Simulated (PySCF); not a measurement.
## Indium: a sound run and one with changed settings

Sound run: In [Kr] 4d10 5s2 5p1, In⁺ [Kr] 4d10 5s2. All numbers are calculated (PySCF 2.14, a scalar-relativistic core potential, in cc-pVDZ-PP with ECP28MDF (4s3p2d, 23 functions)). The sound run starts from symmetry-adapted Hartree-Fock orbitals and uses a fine grid where one is needed.

A second run was set up differently.

```csv
species,method,sound run (hartree),changed run (hartree),converged
In,UHF,-189.20491,-189.20491,yes
In,PBE,-190.10989,-190.10972,yes
In,M06-2X,-190.04204,-190.03925,yes
In⁺,UHF,-189.01390,-189.01390,yes
In⁺,PBE,-189.90522,-189.90522,yes
In⁺,M06-2X,-189.84035,-189.84035,yes
```

Ionisation energy of In:

```csv
method,sound run (eV),changed run (eV)
UHF,5.198,5.198
PBE,5.569,5.565
M06-2X,5.488,5.412
```

(1) What was changed?
A. minimal basis
B. a valence shell is frozen
C. all electrons correlated in a valence basis
D. angular grid far too coarse

Answers

(1) D. It used 14 angular points. A coarse angular grid integrates products of high-l functions wrongly, so density functionals can shift, and the SCF can exploit the error; Hartree-Fock and MP2 need no grid.
